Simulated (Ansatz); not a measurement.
Mulliken charges of `C=C1O[SiH]1N` from r2SCAN/def2-TZVPP in Ansatz (PBE0-D4/def2-TZVP geometry).

```
atom   x (Å)   y (Å)   z (Å)  charge (e)
  C1  -1.457  -1.453   0.829      -0.278
  C2  -0.408  -0.816   0.345       0.039
  O3   0.868  -0.634   0.940      -0.369
 Si4   0.789   0.138  -0.549       0.623
  N5   0.779   1.816  -0.670      -0.466
  H6  -1.424  -1.937   1.799       0.088
  H7  -2.371  -1.500   0.252       0.086
  H8   1.657  -0.397  -1.611      -0.077
  H9   0.216   2.413  -0.089       0.179
 H10   1.434   2.318  -1.243       0.175
```

Task: By hand: the dipole of these point charges (1 e Å = 4.8032 D).

Result: Σ q r = (0.030, 0.414, -0.523) e Å, of length 0.668 e Å = 3.21 D.

Task: How does the dipole of the full density compare? (Best estimate.)

Result: The calculation gave: (0.090, 0.557, -0.362) e Å, 3.22 D; the point charges give 1.00 times that, at 19° from its direction.

Point charges leave out the atoms' own dipoles, such as those of lone pairs, and Mulliken's split depends on the basis, so the two needn't agree.
